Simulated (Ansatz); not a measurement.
Basis sets compared for Si(OAc)2Me2 (C₆H₁₂O₄Si). Total charge 0; singlet. Geometry r2SCAN-D4/def2-SVP. Ansatz on 4 threads of Arm Neoverse V2 on a shared host; times are rough, and most runs start from earlier orbitals.

```xyz
23

Si    0.221    1.085    0.268
O     1.019    0.209   -0.959
C     1.382   -1.083   -0.809
C     1.830   -1.694   -2.103
O     1.312   -1.660    0.253
H     2.245   -2.693   -1.928
H     2.563   -1.043   -2.601
H     0.955   -1.764   -2.769
O    -0.953    0.115    1.039
C    -1.751   -0.736    0.359
C    -2.509   -1.647    1.278
O    -1.803   -0.754   -0.850
H    -3.247   -2.228    0.713
H    -2.991   -1.071    2.080
H    -1.786   -2.327    1.756
C    -0.591    2.497   -0.613
H    -1.163    3.127    0.086
H    -1.281    2.104   -1.375
H     0.156    3.132   -1.116
C     1.411    1.541    1.610
H     0.909    2.108    2.410
H     2.237    2.156    1.219
H     1.835    0.625    2.050
```

Binding counts from free atoms (Si triplet, O triplet, C triplet, H doublet) in the same basis, without a counterpoise term.

| level | functions | energy (Eh) | HOMO (eV) | LUMO (eV) | binding per atom (eV) | wall time |
| --- | --- | --- | --- | --- | --- | --- |
| HF/STO-3G | 71 | -812.5145 | -8.65 | 8.67 | 3.60 | 0.5 s |
| HF/6-31G | 127 | -822.4334 | -11.85 | 4.28 | 2.88 | 1.2 s |
| PBE-D4/def2-SVP | 218 | -825.1636 | -5.98 | -0.87 | 4.60 | 3.2 s |
| PBE0-D4/def2-SVP | 218 | -825.2209 | -7.75 | 0.20 | 4.50 | 5 s |

Q: Estimate the rows for PBE-D4/def2-TZVP (with forces), PBE0-D4/def2-TZVP.

A: 
```tsv
level	functions	energy (Eh)	HOMO (eV)	LUMO (eV)	binding per atom (eV)	wall time
PBE-D4/def2-TZVP (with forces)	419	-825.8872	-6.18	-1.06	4.56	9 s
PBE0-D4/def2-TZVP	419	-825.9373	-7.85	0.07	4.46	16 s
```
